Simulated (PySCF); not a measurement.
AsBH₄O.

```xyz
7

B     -1.2599     0.3411    -0.1870
As     0.6090    -0.4884     0.0120
H      0.1527    -1.4131     1.1444
H      1.1421     0.5813     0.9794
H     -2.1920    -0.3746    -0.4483
O     -1.5193     1.6747    -0.1518
H     -0.7457     2.2193     0.0762
```

Coordinates come from a PBE-D3(BJ)/def2-TZVP optimisation. Other conformers were not sampled.

Computed with PySCF with HF/pcSseg-1. Non-relativistic, no solvent.

Give the absolute GIAO shielding of each atom: isotropic value and principal components (ppm). (The exact figures need the calculation; the answer reports its results.)


| atom | σ(iso) | σ11 | σ22 | σ33 | span |
|---|---|---|---|---|---|
| B1 | 53.4 | -7.0 | 59.5 | 107.8 | 114.8 |
| As2 | 1914.5 | 1797.1 | 1899.7 | 2046.7 | 249.6 |
| H3 | 29.1 | 22.4 | 24.2 | 40.6 | 18.2 |
| H4 | 29.6 | 22.9 | 25.2 | 40.8 | 17.9 |
| H5 | 25.7 | 22.4 | 24.5 | 30.2 | 7.8 |
| O6 | 137.2 | -41.2 | 153.2 | 299.6 | 340.8 |
| H7 | 25.6 | 20.0 | 25.6 | 31.2 | 11.2 |
